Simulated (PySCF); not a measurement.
A small calculation by hand: oscillator strength and radiative lifetime

CH10N2Si3, SMILES C[Si@H]1N[Si@@H](N)[SiH2]1.

Geometry optimised at PBE0-D3(BJ)/def2-SVP. The structure was generated by enumeration; whether it is a known compound was not checked. Other conformers were not sampled.

TDA-ωB97X/def2-SVPD run with PySCF puts the first singlet state with f over 0.02 at 6.15 eV (vertical), with the transition dipole (-0.935, 0.425, 0.106) in atomic units.

Task: Find the oscillator strength, the wavelength and the radiative lifetime that this transition would have in vacuum if emission retraced absorption.

Result: 
|μ|² = 1.0661 au, so |μ| = 2.62 D. ΔE = 6.15/27.211 = 0.2260 hartree. f = (2/3) ΔE |μ|² = 0.161 (the program prints 0.161).
λ = 1239.84/6.15 = 202 nm; ν = 49603 cm⁻¹.
Einstein's coefficient A = 0.6670 ν² f s⁻¹ (ν in cm⁻¹) = 2.6e8 s⁻¹, so τ = 1/A = 3.8 ns. This state is S2; the lower singlet has f = 0.003. The figure is the radiative limit of this one transition; relaxation, internal conversion, crossing to triplets and a medium change what is measured.
